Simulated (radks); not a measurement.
The numbers below are computed, except where a source is named.
Ionisation of neutral chlorine, [Ne] 3s2 3p5, to Cl+, [Ne] 3s2 3p4, under several functionals. Scalar-relativistic Kohn-Sham, spin-polarised, spherical densities, finite nucleus; open shells are filled with parallel spins first; a radial shooting solver on a logarithmic mesh with Libxc functionals.

functional	E(Cl) (hartree)	Exc (hartree)	IE (eV)	-e(HOMO) (eV)	<r> HOMO (bohr)	IE error (eV)
LDA (Slater exchange, Perdew-Zunger correlation)	-460.12191	-26.71989	13.278	8.303	1.860	+0.310
TASK exchange with Perdew-Wang LDA correlation	-461.45515	-28.10541	13.419	8.635	1.843	+0.451
B86b exchange with PBE correlation	-461.61118	-28.25757	13.073	8.140	1.858	+0.105
revPBE	-461.54809	-28.19416	13.003	8.077	1.859	+0.036
HCTH/407	-461.69110	-28.37547	13.129	8.249	1.864	+0.162
RPBE	-461.58684	-28.23331	13.010	8.088	1.862	+0.042
exchange-only PBE	-460.79698	-27.41260	11.926	7.120	1.891	-1.041
SOGGA	-460.63162	-27.25018	12.922	8.002	1.859	-0.046
XLYP	-461.77512	-28.42031	12.982	8.038	1.870	+0.014

NIST Atomic Spectra Database: 12.968 eV (measured). Closest: XLYP. The Delta-SCF values span 1.49 eV, the total energies 1.65 hartree. The highest occupied level is 3p. Open shells are spherical and high-spin; term and fine-structure splittings are not resolved.
